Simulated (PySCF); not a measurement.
A side-by-side comparison of computed properties.

First species: C2H13NSSi4.
SMILES: `C[SiH2]S[Si@@H]1NC[Si@H]1[SiH3]`

Second species: C2H13NSSi4.
SMILES with atom numbers: `[CH3:1][SiH2:2][C@@H:3]1[SiH2:4][NH:5][SiH2:6][SiH2:7][S:8]1` (hydrogens: H9, H10, H11 on C1; H12, H13 on Si2; H14 on C3; H15, H16 on Si4; H17 on N5; H18, H19 on Si6; H20, H21 on Si7)

Levels: PBE0/pcSseg-1 for HOMO energy, LUMO energy and HOMO–LUMO gap. Geometries: GFN2-xTB. All species are isolated and taken at one optimised geometry, non-relativistic unless stated. Electronic properties by PySCF.

Dipoles, sizes and rotational constants follow the conformer. The torsions of the flexible species, by atom-mapped SMILES:
- `[CH3:1][SiH2:2][S:3][Si@@H:4]1[NH:5][CH2:6][Si@H:7]1[SiH3:8]`: C1–Si2–S3–Si4 118°, Si2–S3–Si4–N5 48°

The conformers of `C[SiH2][C@@H]1[SiH2]N[SiH2][SiH2]S1` aren't listed.

Values for the first species:

```
HOMO energy   : -6.80 eV
LUMO energy   : -0.73 eV
HOMO–LUMO gap : 6.07 eV
```

Q: Estimate the same properties for the second species, and the change in each.

A: 
```json
{"property": "HOMO energy", "first": "-6.80 eV", "second": "-6.57 eV", "second less first": "+0.23 eV"}
{"property": "LUMO energy", "first": "-0.73 eV", "second": "-0.90 eV", "second less first": "-0.17 eV"}
{"property": "HOMO–LUMO gap", "first": "6.07 eV", "second": "5.67 eV", "second less first": "-0.40 eV"}
```

On the first:  GFN2-xTB frequencies show an imaginary mode (29i cm⁻¹), so this geometry is no minimum at that level.

